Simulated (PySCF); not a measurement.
Input for PySCF: R-B3LYP/6-31G* on NH3 (SMILES N) with ghost functions, monomers drawn apart or pushed together.

```python
from pyscf import gto, scf, dft, mp
from pyscf.data.elements import chemcore

mol = gto.M(
    atom='''
    N    -0.25955426    0.13668484    3.53040251
    H    -1.14481084    0.44034538    3.91954883
    H    -0.04320701   -0.77060424    3.92764723
    H     0.45279175    0.78633435    3.84439385
    ghost-O    0.27258377   -0.06742873   -0.14027759
    ghost-H    0.04932037   -0.00882838    0.80924720
    ghost-H   -0.56640305   -0.01017166   -0.60626815
    ''',
    basis='6-31g*',
    cart=True,
    charge=0, spin=0, verbose=3, max_memory=1800)
mf = dft.RKS(mol, xc='b3lyp')
mf.conv_tol = 1e-8
mf.max_cycle = 100
mf.kernel()
if not mf.converged:
    mf = mf.newton().run(mf.mo_coeff, mf.mo_occ)
```

Question: Give the final energy of this run.

Answer: -56.5490 hartree.
